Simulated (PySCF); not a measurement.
An unknown gives this computed stick spectrum. Method used: TDDFT PBE0/def2-SVPD, vertical, gas phase, core orbitals frozen in the response in PySCF. Geometries: GFN2-xTB, one conformer each.

```csv
state,E (eV),f
S1,6.72,0.155
S2,6.96,0.152
S3,7.21,0.0001
S4,7.46,0.018
S5,7.46,0.0005
S6,7.61,0.0006
```

Triplets computed (Tamm–Dancoff): 4.20, 6.35 eV.

Task: Which candidate is it? All have the formula C6H7N.
A. `C#CC1CC(=N)C1`
B. `C(=C)/C=C/CC#N`
C. `C=C1CC(C#N)C1`
D. `C#C/C(C=C)=N\C`

Result: C. Its S1, at 6.72 eV, is the highest among the candidates; the nearest of the others has S1 at 5.78 eV. S1 is HOMO→LUMO (66%), HOMO→LUMO+1 (31%). Löwdin shares by element: HOMO carbon 83% or more (atoms not listed hold the other 17%); LUMO carbon 65% or more (atoms not listed hold the other 35%). At the same level the other candidates give, for their lowest levels:
- `C=C/C=C/CC#N`: 5.78 eV (f 0.835); 6.64 eV (f 0.013); 6.81 eV (f 0.007); 7.01 eV (f 0.005); 7.08 eV (f 0.003); T1 3.17 eV; HOMO -7.16, LUMO -1.25 eV
- `C#CC1CC(=N)C1`: 5.07 eV (f 0.002); 6.45 eV (f 0.000); 6.56 eV (f 0.004); 6.62 eV (f 0.001); 6.78 eV (f 0.007); T1 4.34 eV; HOMO -7.30, LUMO -0.35 eV
- `C#C/C(C=C)=N\C`: 4.02 eV (f 0.000); 5.30 eV (f 0.002); 5.31 eV (f 0.338); 5.65 eV (f 0.053); 6.49 eV (f 0.000); T1 3.10 eV; HOMO -7.39, LUMO -1.70 eV
